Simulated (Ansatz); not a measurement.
Reaction (cleavage of the Si–Si bond): `O[SiH2][Si](F)(Cl)Cl` + `C=C[SiH2]N` → `C=C[SiH2]N[SiH2]O` + `F[SiH](Cl)Cl`

Computed with Ansatz on PBE0-D4/def2-TZVP structures; ΔE is electronic, products minus reactants. CCSD(T)/CBS is the MP2 limit (def2-TZVPP, def2-QZVPP) plus CCSD(T) − MP2 in def2-TZVPP, frozen cores. DFT in def2-TZVPP. B3LYP here is the variant with VWN-RPA as its local correlation; programs differ in this. One conformer a species, not always the lowest.

```tsv
level	ΔE (kJ/mol)	difference from CCSD(T)/CBS
PBE-D4	-66.3	23.8
r2SCAN-D4	-83.2	6.9
PBE0-D4	-74.3	15.8
B3LYP-D4	-81.9	8.2
ωB97M-V	-91.2	-1.1
B2PLYP	-87.8	2.3
r2SCAN	-82.4	7.7
B3LYP	-79.3	10.8
HF/def2-TZVPP	-97.4	-7.3
SCS-MP2/def2-TZVPP	-98.7	-8.6
CCSD/def2-TZVPP	-92.7	-2.6
CCSD(T)/def2-TZVPP	-92.1	-2.0
HF/def2-QZVPP	-98.9	-8.8
MP2/def2-QZVPP	-98.4	-8.3
SCS-MP2/def2-QZVPP	-98.0	-7.9
MP2/CBS(def2)	-97.0	-6.9
CCSD(T)/CBS	-90.1	0
```

Largest T1 diagnostic among the species: 0.011.

From PBE to PBE0 (25 % exact exchange), in def2-TZVPP and without D4, ΔE moves by −8.3 kJ/mol.
